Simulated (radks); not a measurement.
The germanium ion Ge10+, configuration [Ar] 3d4.

Calculated with a radial shooting solver on a logarithmic mesh with Libxc functionals: scalar-relativistic Kohn-Sham, LDA (Slater exchange, VWN5 correlation), spin-polarised, spherical densities, finite nucleus; open shells are filled with parallel spins first; Fermi nuclear charge, rms radius 4.0742 fm.

Energy parts (hartree):
| part | energy |
|---|---|
| total | -2055.56001 |
| kinetic | 2093.24676 |
| electron-nucleus | -4742.62753 |
| Hartree | 661.94346 |
| exchange-correlation | -68.12269 |

Orbitals (lengths in bohr, moments of r in powers of bohr; <r^-3> diverges for s and p1/2; r(max) is where P^2 peaks):
orbital,occ.,eigenvalue (hartree),<1/r>,r(max),<r^-3>
1s up,1,-411.8896,32.33,0.03078,-
1s down,1,-411.8866,32.33,0.03078,-
2s up,1,-60.37498,7.096,0.1764,-
2s down,1,-60.18720,7.111,0.1762,-
2p up,3,-54.05777,6.961,0.1413,991.8
2p down,3,-53.91364,6.974,0.1411,995.9
3s up,1,-15.09267,2.458,0.5255,-
3s down,1,-14.81897,2.441,0.5268,-
3p up,3,-13.11633,2.346,0.5189,165.7
3p down,3,-12.84359,2.327,0.5206,162.6
3d up,4,-9.93814,2.153,0.4501,21.15
3d down,0,-9.64357,2.135,0.4533,20.79

The highest occupied level is 3d up at -270.43 eV. Spin moment in Bohr magnetons: 4. The spin density at the nucleus is -2.250 e/bohr^3 (1s -0.344, 2s -5.907, 3s 4.001). The electron density at the nucleus is 3.196e+04 e/bohr^3 (large components only). Summed over all electrons, <r^2> = 5.080 bohr^2, which gives a Langevin (diamagnetic) susceptibility term of -4.02 x 10^-6 cm^3/mol.
